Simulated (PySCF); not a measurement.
C6H9Al.
Structure used (PBE0-D3(BJ)/def2-SVP), in Å, numbered top down from 1:
```xyz
16
C6H9Al angstrom
C      2.2433   -0.6279    1.2285
C      1.5573   -0.3697    0.2610
C      0.6530   -0.0011   -0.8302
C     -0.5953   -0.9237   -0.8107
C     -1.4103   -0.7311    0.4815
Al    -0.9843    1.1432    0.9246
C      0.2071    1.4682   -0.6159
H      2.8767   -0.8673    2.0624
H      1.1890   -0.1336   -1.7874
H     -0.2842   -1.9704   -0.9634
H     -1.2069   -0.6453   -1.6860
H     -2.4754   -0.9742    0.3398
H     -1.0493   -1.4064    1.2770
H     -1.4542    2.0801    2.1215
H     -0.3512    1.8147   -1.5052
H      1.0664    2.1419   -0.4850
```

Computed with PBE0-D3(BJ)/def2-SVP geometry optimisation, gas phase (PySCF 2.14.0).

(1) Which atoms are bound to Al6, and at what distances?

(2) List the angles at Al6.

(3) What is the shape at Al6?

(4) What are the other bond lengths?

(5) Give some angles away from the centre.

(6) What are the rotational constants (commonest isotopes, rigid rotor)?

Results:

(1) 3 atoms: H14 1.591 Å, C5 1.972 Å, C7 1.974 Å. The nearest atom not counted as bound is H13, at 2.57 Å.

(2) 
```json
{"angle": "C7–Al6–H14", "degrees": "131.9", "distance of the outer atoms (Å)": "3.26"}
{"angle": "C5–Al6–H14", "degrees": "131.7", "distance of the outer atoms (Å)": "3.25"}
{"angle": "C5–Al6–C7", "degrees": "96.4", "distance of the outer atoms (Å)": "2.94"}
```

(3) Planar: angles 131.9°, 131.7° and 96.4°, sum 360.0°, 0.00 Å off the plane of its three neighbours.

(4) C1≡C2 1.214 Å; C2–C3 1.464 Å; C3–C4 1.552 Å; C4–C5 1.540 Å; C3–C7 1.550 Å; C1–H8 1.074 Å; C3–H9 1.105 Å; C4–H10 1.103 Å; C4–H11 1.103 Å; C5–H12 1.102 Å; C5–H13 1.104 Å; C7–H15 1.106 Å; C7–H16 1.100 Å.

(5) C1–C2–C3 175.2°, C2–C3–C4 109.7°, C2–C3–C7 108.3°, C4–C3–C7 109.3°, C3–C4–C5 111.2°, C4–C5–Al6 101.1°, C3–C7–Al6 97.2°.

(6) A = 2943, B = 1954, C = 1810 MHz: an asymmetric top.

Point group: C1 (no symmetry element, even within 0.4 Å). Charge 0, singlet. Stationary, but not proved a minimum.

Time: 4.9 min; peak memory 0.61 GiB. Hardware: one thread, Arm Neoverse N1 (aarch64), shared host with 64 logical CPUs at a one-minute load of 62. This is the geometry optimisation.

One conformer stands for the species.
